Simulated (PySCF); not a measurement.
C3H8N, multiplicity 2. Atoms are numbered in the order given.

```xyz
12

C      0.0994     1.4369     0.0000
N     -0.1924     0.0791     0.0000
C      0.0313    -0.6617     1.2226
C      0.0313    -0.6617    -1.2226
H     -0.0671     1.9722    -0.9467
H     -0.0671     1.9722     0.9467
H      1.1141    -0.8815     1.4063
H     -0.3461    -0.0808     2.0880
H     -0.5136    -1.6274     1.1893
H     -0.3461    -0.0808    -2.0880
H     -0.5136    -1.6274    -1.1893
H      1.1141    -0.8815    -1.4063
```
Charge 0, spin multiplicity 2.

Geometry: PBE-D3(BJ)/def2-SVP. The isomer is the one that the SMILES or the coordinates give; other isomers of the formula were not compared.

All values below come from PySCF with CAM-B3LYP/def2-TZVP.

ESP charges are fitted to the potential on shells at 1.4 to 2.0 van der Waals radii. Atomic charges (e):

```
atom  Mulliken  ESP fit  Mulliken spin
----  --------  -------  -------------
C1       -0.32    -0.62           0.83
N2       -0.08     0.24           0.18
C3       -0.27    -0.52          -0.02
C4       -0.27    -0.52          -0.02
H5        0.11     0.20          -0.03
H6        0.11     0.20          -0.03
H7        0.11     0.18           0.03
H8        0.13     0.18           0.00
H9        0.12     0.16           0.00
H10       0.13     0.18           0.00
H11       0.12     0.16           0.00
H12       0.11     0.18           0.03
```

Computed Mayer and Wiberg (Löwdin basis) orders of the bonds:
```json
[
 {"bond": "C1–N2", "Mayer": "1.20", "Wiberg": "1.64"},
 {"bond": "N2–C3", "Mayer": "0.96", "Wiberg": "1.30"},
 {"bond": "N2–C4", "Mayer": "0.96", "Wiberg": "1.30"},
 {"bond": "C1–H5", "Mayer": "0.97", "Wiberg": "0.94"},
 {"bond": "C1–H6", "Mayer": "0.97", "Wiberg": "0.94"},
 {"bond": "C3–H7", "Mayer": "0.96", "Wiberg": "0.92"},
 {"bond": "C3–H8", "Mayer": "0.97", "Wiberg": "0.91"},
 {"bond": "C3–H9", "Mayer": "0.97", "Wiberg": "0.92"},
 {"bond": "C4–H10", "Mayer": "0.97", "Wiberg": "0.91"},
 {"bond": "C4–H11", "Mayer": "0.97", "Wiberg": "0.92"},
 {"bond": "C4–H12", "Mayer": "0.96", "Wiberg": "0.92"}
]
```
